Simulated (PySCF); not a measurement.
## Two-dimensional NMR puzzle

Compound of formula C10H11N. Correlations simulated from computed shifts and couplings:

HSQC (one-bond C–H):
```tsv
δH	δC	$^{1}J$(C,H) (Hz)
7.65	133.6	164
7.37	134.4	167
7.28	134.4	165
6.96	129.8	165
3.29	34.0	138
2.47	23.3	133
1.40	26.7	138
```

COSY cross peaks (|J| ≥ 2 Hz):
```tsv
δH	δH	abs. J (Hz)	bonds
7.37	7.28	8.5	3
7.37	6.96	8.4	3
3.29	1.40	8.2	3
```

HMBC (two and three bonds, |J| ≥ 2.5 Hz):
```tsv
δH	δC [abs. J in Hz]
7.65	134.4 [6.9], 129.8 [6.8], 34.0 [5.0], 23.3 [5.3]
7.37	145.0 [8.1], 144.8 [8.6]
7.28	133.6 [7.0], 129.8 [8.2], 23.3 [5.2]
6.96	134.4 [7.9], 133.6 [6.5], 34.0 [5.7]
3.29	144.8 [6.5], 133.6 [5.6], 129.8 [5.7], 127.4 [10.4], 26.7 [5.6]
2.47	145.0 [5.4], 134.4 [5.4], 133.6 [5.6]
1.40	144.8 [4.6], 127.4 [6.5], 34.0 [3.3]
```

Carbons without hydrogens: δ 145.0, 144.8, 127.4.

- couplings computed with B3LYP/pcJ-1 (without the spin–dipole term)
- PBE0-D3(BJ)/def2-SVP structure
- PBE0/pcSseg-1 with gauge-including orbitals
- code: PySCF 2.14
- no solvent, non-relativistic Hamiltonian, averaged over atoms made equivalent by symmetry, fast rotation or ring inversion, single conformer

δ = σ(ref) − σ, references computed at the same level: $^{1}$H (31.27 ppm), $^{13}$C (184.41 ppm) vs TMS.

Exchangeable hydrogens are left out of these lists, and C,H couplings along chains are those of one rotamer, so weak HMBC peaks may be missing or extra.

Assemble the structure.

Results:

`InChI=1S/C10H11N/c1-8-4-3-5-10(6-8)9(2)7-11/h3-6,9H,1-2H3/t9-/m1/s1`.

Structure with atom numbers: `[CH3:1][c:2]1[cH:3][cH:4][cH:5][c:6]([C@H:7]([CH3:8])[C:9]#[N:10])[cH:11]1` (H(Xn): hydrogen on atom n).

1. δC 145.0 is C2, a substituted aromatic carbon.
2. δC 144.8 is C6, a substituted aromatic carbon.
3. δC 134.4 is C4, an aromatic CH (δH 7.37).
4. δC 134.4 is C3, an aromatic CH (δH 7.28).
5. δC 133.6 is C11, an aromatic CH (δH 7.65).
6. δC 129.8 is C5, an aromatic CH (δH 6.96).
7. δC 127.4 is C9, a nitrile carbon.
8. δC 34.0 is C7, an sp3 CH on an aromatic ring (δH 3.29).
9. δC 26.7 is C8, a methyl carbon (δH 1.40).
10. δC 23.3 is C1, a methyl carbon on an aromatic ring (δH 2.47).
11. HMBC from δH 7.37 reaches the proton-free carbons C2, C6.
12. HMBC from δH 3.29 reaches the proton-free carbons C6, C9.
13. HMBC from δH 2.47 reaches the proton-free carbon C2.
14. HMBC from δH 1.40 reaches the proton-free carbons C6, C9.
15. COSY links 7.37–7.28, 7.37–6.96, 3.29–1.40.

This is the structure that produced the data. Such data don't tell enantiomers apart.

Unscaled 3J(H,H) at this level run about 10 % above measured values. Shifts are as computed. Against solution values, carbons near 30 ppm lie about +2 ppm off and those near 130 ppm about +5 ppm (rms about the fit 1.9 ppm; single classes can miss by 10 ppm). Of 1328 compounds with measured shifts, 309 miss one by over three times the rms of a fit or turn the order of signals round; such compounds aren't used in these exercises. Signals without a measured value on file couldn't be tested in this way; 1H shifts scatter by 0.2 ppm about their fit, and single ones miss by 0.5 ppm.
